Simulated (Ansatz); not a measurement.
## doublet Cl: levels of theory in one basis

A single Cl atom.

Basis set: cc-pV(T+d)Z (spherical functions). Correlated methods keep 5 orbitals frozen. Correlation on ROHF uses semicanonical orbitals with singles. Charge 0, multiplicity 2.

Computed with Ansatz (development build ahead of 0.2.0); each method stands on the lowest determinant of its kind that the runs found.

```
      method  E − E(ROHF) (eV)  <S²> of the determinant
        ROHF              0.00                     0.75
         UHF             -0.15                     0.76
    ROHF-MP2             -4.50                        –
     UHF-MP2             -4.47                     0.76
   ROHF-CCSD             -5.11                        –
    UHF-CCSD             -5.11                     0.76
ROHF-CCSD(T)             -5.27                        –
 UHF-BCCD(T)             -5.27                     0.76
   UHF-CCSDT             -5.29                     0.76
```

Is a single determinant a sound starting point here?

By this sign, yes. Unrestricted orbitals gain 0.15 eV and <S²> is 0.76 against 0.75 for a pure state.
